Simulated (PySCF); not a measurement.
Si(H)2(NCO)(OMe) (C2H5NO2Si), SMILES CO[SiH2]N=C=O. Geometry optimised at B3LYP-D3(BJ)/def2-SVP. Other conformers were not sampled.

Computed equilibrium geometry at B3LYP-D3(BJ)/def2-SVP (PySCF confirms it by a frequency run) as bond lengths and angles, and its point group (one conformer of several):
point group Cs.
Atoms: Si1 N2 C3 O4 O5 C6 H7 H8 H9 H10 H11. Bond lengths (Å): Si1–N2 1.714, Si1–O5 1.656, Si1–H7 1.488, Si1–H8 1.488, N2–C3 1.199, C3–O4 1.171, O5–C6 1.410, C6–H9 1.106, C6–H10 1.101, C6–H11 1.106. Angles (°): N2–Si1–O5 106.8, N2–Si1–H7 108.8, N2–Si1–H8 108.8, O5–Si1–H7 111.1, O5–Si1–H8 111.1, H7–Si1–H8 110.2, Si1–N2–C3 174.3, N2–C3–O4 179.1, Si1–O5–C6 125.3, O5–C6–H9 112.0, O5–C6–H10 108.5, O5–C6–H11 112.0, H9–C6–H10 108.0, H9–C6–H11 108.2, H10–C6–H11 108.0.
